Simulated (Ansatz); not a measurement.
`[SiH3]OBCl`, relaxed with RKS PBE0-D4/def2-TZVP in Ansatz from a PBE-D4/def2-SVP geometry. The force threshold is 0.005 eV/Å; the program also tests the step.

Total charge 0; spin multiplicity 1.

Start:

```xyz
8

Si   -0.733    0.177    0.958
O    -0.360   -0.518   -0.563
B     0.741   -0.390   -1.329
Cl    2.100    0.635   -0.792
H    -0.760    1.671    0.839
H    -2.093   -0.347    1.302
H     0.274   -0.264    1.978
H     0.832   -0.964   -2.392
```

```
        step  energy (eV)  largest force (eV/Å)  largest move (Å)
           1  -23183.1414                 0.596             0.000
           2  -23183.1756                 0.478             0.030
           3  -23183.1848                 0.081             0.015
           4  -23183.1859                 0.079             0.023
           5  -23183.1864                 0.032             0.016
6 (rejected)  -23183.1863                 0.037             0.008
           7  -23183.1864                 0.008             0.004
           8  -23183.1864                 0.001             0.002
```

End:

```xyz
8

Si   -0.732    0.170    0.947
O    -0.338   -0.492   -0.532
B     0.738   -0.383   -1.315
Cl    2.109    0.628   -0.828
H    -0.760    1.648    0.843
H    -2.078   -0.351    1.273
H     0.252   -0.262    1.967
H     0.809   -0.958   -2.355
```

Run time 48 s (2 threads of a server CPU on a shared host); peak host memory 0.38 GiB.
